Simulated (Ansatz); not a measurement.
`FB(F)I` + `CCO` → `CCOB(F)F` + HI at 600 K and 1 bar (ligand exchange at a B–I bond).

Gas-phase electronic energies from Ansatz, PBE0-D4/def2-TZVP geometries. CBS: MP2 limit from def2 TZ/QZ plus the TZ coupled-cluster correction, frozen cores. def2 core potentials past Kr. For I outer-core shells are correlated without core-valence functions, which leaves a few kJ/mol of doubt a bond. Each species was taken in one conformer, which may not be the lowest.

```
   species  CCSD(T)/CBS energy (Eh)  H − E (kJ/mol)  S (J/(mol·K))
  `FB(F)I`               -521.96394            59.1          341.4
     `CCO`               -154.88256           250.6          328.9
`CCOB(F)F`               -378.84373           272.6          432.1
        HI               -298.03592            31.6          227.0
```

H − E and S are ideal-gas, rigid-rotor, harmonic terms from PBE0-D4/def2-TZVP, for one conformer and one mirror image of each species. 1 Eh = 2625.50 kJ/mol, R = 8.31446 J/(mol·K).

Problem. By hand: ΔE, ΔH, ΔS and ΔG.

Solution. ΔE = (-378.84373) + (-298.03592) − (-521.96394) − (-154.88256) = -0.03315 Eh = -87.0 kJ/mol. Δ(H − E) = 272.6 + 31.6 − 59.1 − 250.6 = -5.5, so ΔH = -92.5 kJ/mol. ΔS = 432.1 + 227.0 − 341.4 − 328.9 = -11.2 J/(mol·K). ΔG = -92.5 − 600 × (-11.2)/1000 = -85.8 kJ/mol.

Problem. By hand: the equilibrium constant, and the temperature at which ΔG would vanish if ΔH and ΔS stayed fixed.

Solution. log₁₀ K = −ΔG/(RT ln 10) = 7.5. ΔG = 0 at ΔH/ΔS = 8259 K, far beyond where these terms or the molecules hold.

The number of gas molecules stays the same, so ΔS is small and ΔH decides. A doubt of 5 kJ/mol in ΔE shifts log₁₀ K by 0.4 here. Other conformers and mirror images would add mixing entropy, several J/(mol·K) or more a flexible species. Modes under 60 cm⁻¹, often nearly free rotors, make the harmonic entropy too high. These are equilibria of isolated gas molecules and say nothing of rates. Largest T1 diagnostic: 0.012 (customary marks: 0.02 for closed shells, 0.045 for open ones).
